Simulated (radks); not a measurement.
Removal energies from the praseodymium ion Pr9+, [Kr] 4d10 5s2 5p(1/2: 2, 3/2: 0), by Delta-SCF beside the eigenvalue of the level emptied. Method: Dirac Kohn-Sham, BLYP, spin-unpolarised, spherical densities, finite nucleus; Fermi nuclear charge, rms radius of each element as measured or else 0.836 A^(1/3) + 0.57 fm; computed with a radial shooting solver on a logarithmic mesh with Libxc functionals. Sub-shells are occupied by j as written (lower j first in brackets).

| removed from | final configuration | Delta-SCF (eV) | -eigenvalue (eV) |
|---|---|---|---|
| 5p1/2 | [Kr] 4d10 5s2 5p(1/2: 1, 3/2: 0) | 146.84 | 138.81 |
| 5s1/2 | [Kr] 4d10 5s1 5p(1/2: 2, 3/2: 0) | 167.08 | 158.58 |
| 4d5/2 | [Kr] 4d(3/2: 4, 5/2: 5) 5s2 5p(1/2: 2, 3/2: 0) | 265.90 | 251.56 |
| 4d3/2 | [Kr] 4d(3/2: 3, 5/2: 6) 5s2 5p(1/2: 2, 3/2: 0) | 269.91 | 255.45 |
